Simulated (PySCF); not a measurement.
# Low-lying terms of Mo³⁰⁺ (molybdenum, charge +30)

Ground state [Ne] 3s2, ¹S. Computed with PySCF 2.14 in an uncontracted even-tempered set (20 s from 0.704 bohr⁻², ratio 2.5; 13 p from 0.912 bohr⁻², ratio 2.5; 7 d from 1.12 bohr⁻², ratio 2.7; 4 f from 32 bohr⁻², ratio 2.7), with the spin-free X2C one-electron Hamiltonian (Gaussian nucleus). Vertical excitation energies in eV without spin-orbit coupling; excited terms of each kind are numbered among those the solver found. Frozen: 1s2.

```json
{"term": "1 3P°", "leading excitation": "3s → p", "EOM-EE-CCSD": "78.181"}
{"term": "1 1P°", "leading excitation": "3s → p", "EOM-EE-CCSD": "103.45"}
{"term": "1 3D", "leading excitation": "3s → d", "EOM-EE-CCSD": "195.53"}
{"term": "1 1D", "leading excitation": "3s → d", "EOM-EE-CCSD": "216.45"}
{"term": "1 3S", "leading excitation": "3s → s", "EOM-EE-CCSD": "801.79"}
{"term": "1 1S", "leading excitation": "3s → s", "EOM-EE-CCSD": "807.93"}
{"term": "2 3D", "leading excitation": "3s → d", "EOM-EE-CCSD": "882.33"}
```

The spin-orbit splitting of the hole, absent here, rivals or exceeds the spacing of these terms, so the LS terms are model states.

Doubly excited terms such as np² are absent. The solver can miss terms. The 22 highest virtual orbitals were dropped.
